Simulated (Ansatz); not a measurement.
`BC#CC` + `BO` → `BOB` + `C#CC` at 700 K and 1 bar (ligand exchange at a B–C bond).

Computed with Ansatz on PBE0-D4/def2-TZVP structures; ΔE is electronic, products minus reactants. CCSD(T)/CBS is the MP2 limit (def2-TZVPP, def2-QZVPP) plus CCSD(T) − MP2 in def2-TZVPP, frozen cores. This one scheme is used for every species.

```tsv
species	CCSD(T)/CBS energy (Eh)	H − E (kJ/mol)	S (J/(mol·K))
`BC#CC`	-141.88997	237.9	406.5
`BO`	-101.80414	126.4	277.4
`BOB`	-127.21702	170.8	334.0
`C#CC`	-116.49627	191.4	312.9
```

H − E and S are ideal-gas, rigid-rotor, harmonic terms from PBE0-D4/def2-TZVP, for one conformer and one mirror image of each species. 1 Eh = 2625.50 kJ/mol, R = 8.31446 J/(mol·K).

Question: By hand: ΔE, ΔH, ΔS and ΔG.

Answer: ΔE = (-127.21702) + (-116.49627) − (-141.88997) − (-101.80414) = -0.01918 Eh = -50.4 kJ/mol. Δ(H − E) = 170.8 + 191.4 − 237.9 − 126.4 = -2.1, so ΔH = -52.5 kJ/mol. ΔS = 334.0 + 312.9 − 406.5 − 277.4 = -37.0 J/(mol·K). ΔG = -52.5 − 700 × (-37.0)/1000 = -26.6 kJ/mol.

Question: By hand: the equilibrium constant, and the temperature at which ΔG would vanish if ΔH and ΔS stayed fixed.

Answer: log₁₀ K = −ΔG/(RT ln 10) = 2.0. ΔG = 0 at ΔH/ΔS = 1419 K.

TΔS isn't small against ΔH here. A doubt of 5 kJ/mol in ΔE shifts log₁₀ K by 0.4 here. Other conformers and mirror images would add mixing entropy, several J/(mol·K) or more a flexible species. Modes under 60 cm⁻¹, often nearly free rotors, make the harmonic entropy too high. These are equilibria of isolated gas molecules and say nothing of rates. Largest T1 diagnostic: 0.014 (customary marks: 0.02 for closed shells, 0.045 for open ones).
